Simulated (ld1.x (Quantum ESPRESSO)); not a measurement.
**vanadium, PAW: configuration errors across variants**

```json
{
 "Element": "vanadium (V)",
 "Generator": "ld1.x (Quantum ESPRESSO) 7.5",
 "Type": "PAW",
 "Functional": "revPBE",
 "Relativity": "scalar-relativistic",
 "Frozen core": "[Ne] 3s2",
 "Valence charge": "11",
 "Reference configuration": "3p6 3d3 4s0.5 4p0 (charge +1.5)",
 "Partial waves": "4s (bound): rcut 2.10, rcutus 2.70 bohr; 4s channel at 3.65 Ry: rcut 2.10, rcutus 2.70 bohr; 3p (bound): rcut 1.35, rcutus 1.40 bohr; 4p (bound, empty): rcut 1.35, rcutus 1.40 bohr; 3d (bound): rcut 0.95, rcutus 1.30 bohr; 3d channel at -0.2 Ry: rcut 0.95, rcutus 1.30 bohr",
 "Local potential": "all-electron potential smoothed inside 1.15 bohr (lloc = -2)",
 "Core correction": "Bessel-smoothed model core inside 0.70 bohr",
 "Augmentation charge": "PSQ, inside the norm-conserving radii"
}
```

All-electron excitation energies from the reference (eV): (1) 3p6 3d3 4s2 4p0 -13.875; (2) 3p6 3d3 4s1 4p0 -6.214; (3) 3p6 3d3 4s0 4p0 7.934; (4) 3p6 3d3.5 4s1.5 4p0 -13.819; (5) 3p6 3d4 4s0 4p0 -6.789; (6) 3p6 3d2 4s0 4p0 36.736; (7) 3p5 3d3 4s2 4p0 37.075.

The overlap operator is not positive definite (basis up to 400 Ry) in “all radii but the core radius scaled by about 1.09 (s 2.94, p 1.52, d 1.42 bohr, rcut 2.30/1.48/1.04); local potential all-electron potential smoothed inside 1.26 bohr (lloc = -2)”, “all radii but the core radius scaled by about 1.16 (s 3.12, p 1.62, d 1.50 bohr, rcut 2.44/1.56/1.10); local potential all-electron potential smoothed inside 1.34 bohr (lloc = -2)”, “all radii but the core radius scaled by about 1.23 (s 3.32, p 1.72, d 1.60 bohr, rcut 2.58/1.66/1.16); local potential all-electron potential smoothed inside 1.42 bohr (lloc = -2)”. Such files are unfit for use, however small their errors in these radial tests.

2 further variants failed, have other tests or too few solved ones, and are left out.

A true bound ghost makes a file unfit for plane-wave use even where its test errors are small: the radial tests pick states by their node count and pass the ghost by.

Errors AE − PS in meV (a dash: test not solved or not reliable):

```csv
change,(1),(2),(3),(4),(5),(6),(7),bound ghosts
base,+0.6,+0.4,-0.8,+0.9,-18,-61,-106,s
"all radii but the core radius scaled by about 0.87 (s 2.36, p 1.22, d 1.14 bohr, rcut 1.84/1.18/0.84); local potential all-electron potential smoothed inside 1.00 bohr (lloc = -2)",–,–,–,–,–,–,–,s
"all radii but the core radius scaled by about 1.09 (s 2.94, p 1.52, d 1.42 bohr, rcut 2.30/1.48/1.04); local potential all-electron potential smoothed inside 1.26 bohr (lloc = -2)",+4.2,+0.7,-0.8,+0.6,-18,-62,-77,not determined (overlap not positive)
"all radii but the core radius scaled by about 1.16 (s 3.12, p 1.62, d 1.50 bohr, rcut 2.44/1.56/1.10); local potential all-electron potential smoothed inside 1.34 bohr (lloc = -2)",+7.0,+0.9,-0.7,+1.0,-18,-62,-89,not determined (overlap not positive)
"all radii but the core radius scaled by about 1.23 (s 3.32, p 1.72, d 1.60 bohr, rcut 2.58/1.66/1.16); local potential all-electron potential smoothed inside 1.42 bohr (lloc = -2)",+14,+1.4,-0.7,+1.8,-18,-63,-98,not determined (overlap not positive)
"all radii but the core radius scaled by about 1.33 (s 3.60, p 1.86, d 1.74 bohr, rcut 2.80/1.80/1.26); local potential all-electron potential smoothed inside 1.54 bohr (lloc = -2)",+36,+2.9,-0.7,+36,-18,-64,–,none
```

(1) Give the same row for: all radii but the core radius scaled by about 1.40 (s 3.80, p 1.96, d 1.82 bohr, rcut 2.96/1.90/1.34); local potential all-electron potential smoothed inside 1.62 bohr (lloc = -2).

Results:

(1) +56, +4.5, -0.7, +52, -19, –, –; bound ghosts: none. Not counted: 3p6 3d2 4s0 4p0 (solver errors, printed error -730 eV); 3p5 3d3 4s2 4p0 (solver errors, printed error -892 eV).
